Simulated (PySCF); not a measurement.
Al(F)(OH)(OEt) (C2H6AlFO2), SMILES CC[O][Al]([OH])[F].

Coordinates come from a PBE-D3(BJ)/def2-SVP optimisation. The structure was generated by enumeration; whether it is a known compound was not checked. The values are those of a single conformer.

Two levels are set side by side: PBE/def2-TZVP (PySCF) and CAM-B3LYP/def2-TZVP (PySCF). Same geometry, gas phase. Differences are taken from unrounded values.

```tsv
quantity	CAM-B3LYP
orbital gap (eV)	9.81
highest occupied level (eV)	-9.68
lowest empty level (eV)	0.13
dipole moment (D)	1.79
mean polarisability (bohr³)	51.7
```

Q: What does PBE give, and how far is it from CAM-B3LYP? (The exact figures need the calculation; the answer reports its results.)

A: 
```tsv
quantity	PBE	PBE minus CAM-B3LYP
orbital gap (eV)	5.08	-4.73
highest occupied level (eV)	-6.68	3.00
lowest empty level (eV)	-1.60	-1.73
dipole moment (D)	1.71	-0.08
mean polarisability (bohr³)	55.9	4.2
```

PBE's occupied levels lie high since its potential decays too fast outside the molecule; exact exchange lowers them and widens the gap. Loosely held outer electrons make PBE densities more polarisable. Differences between two approximate levels are no errors against the true value.

Rough cost on one machine, each run with all the roots and properties that it gave: CAM-B3LYP against PBE within a factor of 2.
